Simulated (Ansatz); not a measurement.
System: sum formula H$_{2}$BO, charge -1, multiplicity 1. It need not be the lowest isomer of its formula. Whether it binds its extra electron was not tested at this geometry. 
Coordinates optimised at B3LYP-D3(BJ)/def2-TZVP (Ansatz, an electronic-structure program):
```
B
O 1 1.2846
H 1 1.2615 2 124.32
H 1 1.2615 3 111.36 2 180.00
```
Charge -1, spin multiplicity 1.

Basis-set convergence of Hartree-Fock and MP2 correlation energies (hartree) with Ansatz. Correlated levels leave the core frozen unless marked. No spin-orbit coupling. Non-relativistic. This anion needs diffuse functions, which these sets lack.

| basis | functions | E(HF) | E(corr, MP2) |
|---|---|---|---|
| def2-SVP | 38 | -100.64471 | -0.29096 |
| def2-TZVPP | 90 | -100.77087 | -0.36616 |
| def2-QZVPP | 174 | (withheld) | (withheld) |

Question: Fill in the missing entries.

Answer: 
- def2-QZVPP, E(HF): -100.77748
- def2-QZVPP, E(corr, MP2): -0.39420
